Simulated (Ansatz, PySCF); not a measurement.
Species: Si2H4, charge 0, triplet. Si2H4 (SMILES [SiH][SiH3], triplet).
B3LYP-D3(BJ)/def2-TZVP minimum from Ansatz (a first-principles code):
```
Si
H 1 1.4804
H 1 1.4844 2 109.21
H 1 1.4844 2 109.21 3 118.63
Si 1 2.3277 2 107.05 3 -120.69
H 5 1.4907 1 121.55 2 180.00
```
Charge 0, spin multiplicity 3.

Atomisation energy term by term, kcal/mol (programs: Ansatz). UHF or UKS for unpaired electrons; spin-orbit terms are left out. Correlated methods leave the cores frozen. Rows without X2C or -DK are non-relativistic. CBS(X,Y): correlation extrapolated as X^-3, Hartree-Fock from the larger set. A bracket is a step between two methods taken in the basis named. '+ core + X2C': CCSD(T) terms for core correlation (cc-pwCVTZ, 1s frozen past Ne) and scalar relativity (cc-pVTZ-DK). Where a partner has so few electrons that a lower coupled-cluster level is exact, that level stands in. The spin of H4Si2 ([SiH][SiH3], triplet) was assumed, and the state is the lowest solution found for it.

```csv
term,basis,kcal/mol
Hartree-Fock,cc-pV(Q+d)Z,275.46
CCSD correlation,"CBS(cc-pV(T+d)Z,cc-pV(Q+d)Z)",75.23
(T),"CBS(cc-pV(T+d)Z,cc-pV(Q+d)Z)",2.75
CCSDT(Q) - CCSD(T),cc-pV(T+d)Z,0.19
core correlation,cc-pwCVTZ,-0.64
scalar relativity,"X2C, cc-pVTZ-DK",-1.12
minus zero-point energy,Hessian by PySCF at B3LYP-D3(BJ)/def2-TZVP,-19.57
sum: D0,,332.3
```

The step beyond CCSD(T) by other levels: CCSDT(Q) in cc-pV(D+d)Z 0.35 kcal/mol.
